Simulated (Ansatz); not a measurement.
Start from `[CH3][W](=[O])([OH])=[S]` and change one atom or group to get `[NH2][W](=[O])([OH])=[S]`.

Ansatz, PBE0-D4/def2-TZVP geometries, multiplicity 1. Each molecule was computed in one conformer, which needn't be the lowest.

Elements past krypton have def2 core potentials.

| property | `[CH3][W](=[O])([OH])=[S]` |
| --- | --- |
| size of the dipole moment (B3LYP/def2-TZVPP) / D | 3.40 |
| LUMO energy (ωB97M-V/def2-TZVPP) / eV | -0.33 |
| zero-point energy (PBE0-D4/def2-TZVP) / kJ/mol | 141.4 |
| HOMO energy (PBE/def2-TZVPP) / eV | -6.41 |
| HOMO–LUMO gap (ωB97M-V/def2-TZVPP) / eV | 9.43 |
| HOMO energy (ωB97M-V/def2-TZVPP) / eV | -9.76 |

(1) Give the same properties after the change, and the shifts. (Best estimate.)

Results:

(1) Computed: 
```json
{"property": "size of the dipole moment (B3LYP/def2-TZVPP) / D", "`[NH2][W](=[O])([OH])=[S]`": "3.94", "shift": "0.54"}
{"property": "LUMO energy (ωB97M-V/def2-TZVPP) / eV", "`[NH2][W](=[O])([OH])=[S]`": "0.01", "shift": "0.34"}
{"property": "zero-point energy (PBE0-D4/def2-TZVP) / kJ/mol", "`[NH2][W](=[O])([OH])=[S]`": "114.6", "shift": "-26.8"}
{"property": "HOMO energy (PBE/def2-TZVPP) / eV", "`[NH2][W](=[O])([OH])=[S]`": "-6.15", "shift": "0.26"}
{"property": "HOMO–LUMO gap (ωB97M-V/def2-TZVPP) / eV", "`[NH2][W](=[O])([OH])=[S]`": "9.51", "shift": "0.08"}
{"property": "HOMO energy (ωB97M-V/def2-TZVPP) / eV", "`[NH2][W](=[O])([OH])=[S]`": "-9.50", "shift": "0.26"}
```

With PBE0 the HOMO rises by 0.26 eV and the LUMO rises by 0.34 eV, so the gap widens by about 0.08 eV. PBE moves the HOMO by 0.26 eV and ωB97M-V by 0.26 eV. The zero-point energy changes by -26.8 kJ/mol with -3 modes. Dipoles are sizes alone; their direction can turn.

B3LYP here is the variant with VWN-RPA as its local correlation; programs differ in this.
